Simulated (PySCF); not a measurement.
C₃H₈N₂Si, SMILES C#CC[SiH](N)N. Atoms are numbered in the order given.

```xyz
14

C      2.4451     1.6057     0.6335
C      1.8654     0.5483     0.4138
C      1.0910    -0.6496     0.1452
Si    -0.7945    -0.2779     0.1747
N     -1.8415    -1.5736    -0.3085
N     -0.9720     0.9976    -0.9916
H      2.9852     2.5190     0.8361
H      1.3447    -1.0705    -0.8529
H      1.3058    -1.4420     0.8950
H     -1.1626    -0.0204     1.6165
H     -1.7895    -1.9658    -1.2509
H     -2.1585    -2.2642     0.3737
H     -1.8889     1.4365    -1.1068
H     -0.2291     1.7033    -1.0107
```
Charge 0, spin multiplicity 1.

Geometry optimised at PBE-D3(BJ)/def2-SVP. This is a generated structure with no PubChem entry under its InChIKey; it may be hypothetical. One conformer was computed; it need not be the lowest.

Computed with PBE-D3(BJ)/def2-SVP in PySCF.

Frequencies are harmonic and unscaled.

```csv
mode,ν (cm⁻¹),IR (km/mol),moving atoms (share of kinetic energy)
1,56,0.1,"C 40 %, N 30 %, H 26 %"
2,100,0.1,"C 48 %, N 26 %, H 18 %"
3,203,3.7,"N 46 %, H 31 %, C 16 %"
4,228,3.9,"H 38 %, C 25 %, N 23 %, Si 14 %"
5,261,13.3,"H 67 %, Si 18 %, N 10 %"
6,283,11.2,"H 65 %, Si 16 %, N 13 %"
7,315,152.1,"H 75 %, N 23 %"
8,341,4.1,"C 65 %, H 35 %"
9,400,30.6,"H 69 %, N 16 %, C 13 %"
10,437,45.0,"C 62 %, H 21 %, Si 12 %"
11,460,183.5,"H 79 %, N 18 %"
12,594,45.9,"H 77 %, C 22 %"
13,639,33.2,"H 75 %, C 22 %"
14,651,28.1,"H 78 %, C 18 %"
15,654,4.4,"C 45 %, H 39 %, Si 8 %"
16,730,30.7,"H 72 %, N 12 %, Si 9 %"
17,785,10.1,"N 47 %, H 36 %, Si 12 %"
18,811,19.9,"H 62 %, N 17 %, C 14 %"
19,860,19.7,"H 52 %, N 31 %, Si 15 %"
20,877,192.8,"H 65 %, Si 20 %, N 12 %"
21,921,187.2,"H 47 %, Si 32 %, N 18 %"
22,964,7.0,"C 67 %, H 33 %"
23,1101,4.1,"H 88 %, C 11 %"
24,1114,68.1,"H 53 %, C 44 %"
25,1353,5.1,"H 90 %, C 10 %"
26,1479,71.6,"H 88 %, N 11 %"
27,1487,33.3,"H 90 %, N 10 %"
28,2125,171.8,H 95 %
29,2149,37.3,"C 89 %, H 11 %"
30,2965,10.3,H 95 %
31,3020,2.0,"H 91 %, C 9 %"
32,3410,80.9,"H 86 %, C 14 %"
33,3476,15.4,H 96 %
34,3502,25.9,H 96 %
35,3576,25.5,"H 91 %, N 9 %"
36,3606,23.0,"H 91 %, N 9 %"
```
